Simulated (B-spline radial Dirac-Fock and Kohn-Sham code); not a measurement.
## X-ray form factors of iron in several charge states

The computed values come from a radial finite-basis atomic code: configuration-average Dirac-Fock orbitals.

Configurations: Fe⁷⁺ [Ar] 3d1; Fe⁸⁺ [Ne] 3s2 3p6; Fe⁹⁺ [Ne] 3s2 3p5; Fe¹⁰⁺ [Ne] 3s2 3p4; Fe¹²⁺ [Ne] 3s2 3p2; Fe¹³⁺ [Ne] 3s2 3p1. The first column is f₀ of Fe⁷⁺, the others are differences from it.

```
s (Å⁻¹)    Fe⁷⁺  Δ Fe⁸⁺  Δ Fe⁹⁺  Δ Fe¹⁰⁺  Δ Fe¹²⁺  Δ Fe¹³⁺
      0  19.000  -1.000  -2.000   -3.000   -5.000   -6.000
    0.1  18.507  -0.931  -1.870   -2.814   -4.713   -5.668
    0.2  17.157  -0.752  -1.527   -2.318   -3.942   -4.772
    0.3  15.272  -0.526  -1.084   -1.669   -2.913   -3.568
    0.4  13.233  -0.316  -0.659   -1.034   -1.877   -2.341
    0.5  11.348  -0.160  -0.329   -0.529   -1.019   -1.308
    0.7   8.591  -0.014  -0.005   -0.010   -0.064   -0.118
    0.9   7.070  +0.013  +0.046   +0.079   +0.141   +0.167
    1.1   6.178  +0.016  +0.024   +0.036   +0.069   +0.090
    1.4   5.130  +0.023  +0.002   -0.018   -0.058   -0.076
```
